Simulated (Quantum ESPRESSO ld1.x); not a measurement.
Results of a calculation; reference values are marked as such.
Problem. The table gives one normalised radial function P(r) = r R(r) of Lu2+ in [Xe] 4f14 6s1 (r in bohr). Code: ld1.x of Quantum ESPRESSO 7.5. Model: scalar-relativistic Kohn-Sham, LDA (Slater exchange, Perdew-Wang correlation), spin-polarised, spherical densities, point nucleus; open shells are filled with parallel spins first (spin-orbit coupling, left out, can overturn this in heavy ions).

| r | P |
|---|---|
| 0.001536 | 0.0000 |
| 0.002081 | 0.0000 |
| 0.002844 | 0.0001 |
| 0.003885 | 0.0001 |
| 0.005265 | 0.0003 |
| 0.007193 | 0.0007 |
| 0.009826 | 0.0017 |
| 0.01332 | 0.0037 |
| 0.01819 | 0.0082 |
| 0.02486 | 0.0175 |
| 0.03369 | 0.0348 |
| 0.04602 | 0.0656 |
| 0.06287 | 0.1120 |
| 0.08521 | 0.1649 |
| 0.1164 | 0.1986 |
| 0.159 | 0.1620 |
| 0.2155 | 0.0238 |
| 0.2944 | -0.1809 |
| 0.4023 | -0.3029 |
| 0.5452 | -0.2067 |
| 0.7448 | 0.0984 |
| 1.017 | 0.4537 |
| 1.379 | 0.6838 |
| 1.884 | 0.7174 |
| 2.574 | 0.5657 |
| 3.488 | 0.3380 |
| 4.765 | 0.1376 |
| 6.51 | 0.0332 |
| 8.823 | 0.0042 |
| 12.05 | 0.0002 |

Which n and l does it have? It may be an empty orbital.

Solution. n = 5, l = 2: the number of nodes gives n - l - 1 = 2, the rise at small r (about r^(l+1), flatter next to the nucleus through relativity) gives l, and the extent must fit the shell. The curve is that of 5d down; the table hardly tells the two spins apart. 5d down (empty): eigenvalue -16.753 eV, 2 radial nodes at r = 0.224, 0.683 bohr, <r> = 2.15 bohr, 90 % of the charge inside 3.34 bohr.
